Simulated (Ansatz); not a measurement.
`C=C[SiH2][SiH2]Cl` and `[SiH3][SiH2]Cl` differ in one atom or group.

Ansatz, PBE0-D4/def2-TZVP geometries, multiplicity 1. Each molecule was computed in one conformer, which needn't be the lowest.

```json
{"property": "HOMO–LUMO gap (ωB97M-V/def2-TZVPP) / eV", "`C=C[SiH2][SiH2]Cl`": "10.83"}
{"property": "LUMO energy (PBE/def2-TZVPP) / eV", "`C=C[SiH2][SiH2]Cl`": "-1.79"}
{"property": "size of the dipole moment (PBE/def2-TZVPP) / D", "`C=C[SiH2][SiH2]Cl`": "1.50"}
{"property": "HOMO–LUMO gap (PBE0/def2-TZVPP) / eV", "`C=C[SiH2][SiH2]Cl`": "6.82"}
{"property": "LUMO energy (PBE0/def2-TZVPP) / eV", "`C=C[SiH2][SiH2]Cl`": "-0.85"}
{"property": "LUMO energy (ωB97M-V/def2-TZVPP) / eV", "`C=C[SiH2][SiH2]Cl`": "1.11"}
```

**Question.** What does the change do to each property? (Estimate.)

**Answer.** Ansatz gave: 
```tsv
property	`[SiH3][SiH2]Cl`	shift
HOMO–LUMO gap (ωB97M-V/def2-TZVPP) / eV	11.52	0.69
LUMO energy (PBE/def2-TZVPP) / eV	-1.44	0.35
size of the dipole moment (PBE/def2-TZVPP) / D	1.23	-0.27
HOMO–LUMO gap (PBE0/def2-TZVPP) / eV	7.64	0.82
LUMO energy (PBE0/def2-TZVPP) / eV	-0.57	0.28
LUMO energy (ωB97M-V/def2-TZVPP) / eV	1.26	0.15
```

With PBE0 the HOMO falls by 0.54 eV and the LUMO rises by 0.28 eV, so the gap widens by about 0.82 eV. PBE moves the HOMO by -0.45 eV and ωB97M-V by -0.54 eV. The zero-point energy changes by -92.5 kJ/mol with -12 modes. Dipoles are sizes alone; their direction can turn.
